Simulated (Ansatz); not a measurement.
C$_{3}$H$_{9}$AlO (`C[CH2][Al]([CH3])[OH]`), relaxed with RKS PBE0-D4/def2-TZVP in Ansatz from a PBE-D4/def2-SVP geometry. The force threshold is 0.005 eV/Å; the program also tests the step.

Total charge 0; spin multiplicity 1.

Start:

```xyz
14

C    -1.326   -1.441   -0.257
C    -0.463   -0.893    0.893
Al    0.619    0.703    0.443
C     1.009    1.282   -1.389
O     1.302    1.699    1.682
H    -2.080   -0.700   -0.600
H    -0.714   -1.700   -1.147
H    -1.884   -2.358    0.028
H     0.243   -1.681    1.248
H    -1.095   -0.670    1.783
H     1.299    0.436   -2.046
H     1.821    2.037   -1.416
H     0.108    1.744   -1.851
H     1.162    1.542    2.628
```

Task: How much energy does the relaxation release, and in how many steps? (An estimate is asked.)

Result: Computed: 5.68 kJ/mol, in 14 steps.

Task: Which bonds change most? (Estimate.)

Result: Ansatz gave: Al3–O5 from 1.730 to 1.705 Å; C2–H9 from 1.116 to 1.098 Å; C2–Al3 from 1.981 to 1.963 Å; C4–H13 from 1.112 to 1.095 Å.

Task: Give the relaxed structure. (Best estimate.)

Result: Computed: 
```xyz
14

C    -1.258   -1.466   -0.276
C    -0.539   -0.810    0.904
Al    0.632    0.696    0.442
C     0.922    1.327   -1.377
O     1.467    1.533    1.670
H    -1.901   -0.756   -0.803
H    -0.552   -1.857   -1.014
H    -1.892   -2.302    0.037
H     0.062   -1.557    1.440
H    -1.270   -0.464    1.645
H     1.358    0.542   -2.004
H     1.591    2.190   -1.405
H    -0.020    1.614   -1.855
H     1.400    1.309    2.596
```
